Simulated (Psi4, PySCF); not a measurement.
Internal rotation in SMILES F[SiH2][SiH2]Cl (H4ClFSi2). Scanned: dihedral F1–Si2–Si3–Cl4; all other coordinates were relaxed at B3LYP-D3(BJ)/def2-SVP. Points at φ and −φ are mirror images. Heavy atoms are numbered in the order of the SMILES F[SiH2][SiH2]Cl, hydrogens after them in the order of the atoms that carry them; the mirror image has the same energies with the sign of each dihedral reversed.

- RKS-B3LYP/LANL2DZ = PySCF 2.14.0 with restricted B3LYP/LANL2DZ, with its core potentials past Ne // B3LYP-D3(BJ)/def2-SVP
- RKS-B3LYP/6-311+G** = restricted B3LYP/6-311+G**, spherical d, density fitting // B3LYP-D3(BJ)/def2-SVP (PySCF)
- RKS-B3LYP/6-31G* = PySCF 2.14.0 with restricted B3LYP/6-31G*, spherical d // B3LYP-D3(BJ)/def2-SVP
- MP2/cc-pVTZ = DF-MP2 (frozen core)/cc-pVTZ // B3LYP-D3(BJ)/def2-SVP run with Psi4

Energies relative to the lowest point of each profile, in kJ/mol; the last columns give the difference from MP2:

```tsv
φ / °	RKS-B3LYP/LANL2DZ	RKS-B3LYP/6-311+G**	RKS-B3LYP/6-31G*	MP2/cc-pVTZ	RKS-B3LYP/LANL2DZ − MP2/cc-pVTZ	RKS-B3LYP/6-311+G** − MP2/cc-pVTZ	RKS-B3LYP/6-31G* − MP2/cc-pVTZ
-150	2.01	1.82	2.33	2.26	-0.25	-0.43	0.07
-120	4.70	4.09	5.01	4.71	0.00	-0.62	0.31
-90	3.70	2.99	3.30	3.25	0.45	-0.26	0.05
-60	4.23	2.40	2.79	2.05	2.18	0.35	0.74
-30	8.26	5.52	5.98	4.72	3.53	0.80	1.25
0	10.85	8.19	8.21	7.02	3.83	1.17	1.18
30	8.26	5.52	5.98	4.72	3.53	0.80	1.25
60	4.23	2.40	2.79	2.05	2.18	0.35	0.74
90	3.70	2.99	3.30	3.25	0.45	-0.26	0.05
120	4.70	4.09	5.01	4.71	0.00	-0.62	0.31
150	2.01	1.82	2.33	2.26	-0.25	-0.43	0.07
180	0.00	0.00	0.00	0.00	0.00	0.00	0.00
```

RKS-B3LYP/LANL2DZ is furthest from MP2/cc-pVTZ at 0 (3.83 kJ/mol, above); its mean absolute difference over the points is 1.39 kJ/mol.

RKS-B3LYP/6-311+G** is furthest from MP2/cc-pVTZ at 0 (1.17 kJ/mol, above); its mean absolute difference over the points is 0.51 kJ/mol.

RKS-B3LYP/6-31G* is furthest from MP2/cc-pVTZ at -30 (1.25 kJ/mol, above); its mean absolute difference over the points is 0.50 kJ/mol.
